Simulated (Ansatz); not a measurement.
`N[Si@@H](F)O[Si@@H](N)F` + `[NH2][GeH2][NH2]` → `[NH2][GeH2][NH][SiH](N)F` + `N[SiH](O)F`  (ligand exchange at the Si–O bond)

Isolated molecules relaxed with PBE0-D4/def2-TZVP in Ansatz; ΔE leaves out vibrations. CCSD(T)/CBS adds triple-zeta CCSD(T) − MP2 to the extrapolated MP2 energy (def2 sets, frozen cores). This one scheme is used for every species. DFT in def2-TZVPP. For Ge outer-core shells are correlated without core-valence functions, which leaves a few kJ/mol of doubt a bond. Scalar relativity is left out up to krypton. One conformer a species, not always the lowest.

CCSD(T)/CBS gives +39.9 kJ/mol.

Question: Another level gave +40.4 kJ/mol. Which?
A. HF/def2-TZVPP
B. PBE0-D4/def2-TZVPP
C. ωB97X-V/def2-TZVPP
D. B2PLYP/def2-TZVPP

Answer: C. ωB97X-V 40.4, B2PLYP 44.6, PBE0-D4 36.1, HF/def2-TZVPP 61.6 kJ/mol.

Largest T1 diagnostic among the species: 0.011.

The D4 term adds −6.8 kJ/mol with B3LYP and −3.5 kJ/mol with PBE0; it sums over pairs of atoms, weighted by their polarisabilities, and B3LYP, whose exchange is more repulsive, gets the larger term. In def2-TZVPP, CCSD(T) changes the Hartree–Fock value by −22.8 kJ/mol (the triples alone add −3.6 kJ/mol) and MP2 by −24.7 kJ/mol.

B3LYP here is the variant with VWN-RPA as its local correlation; programs differ in this.
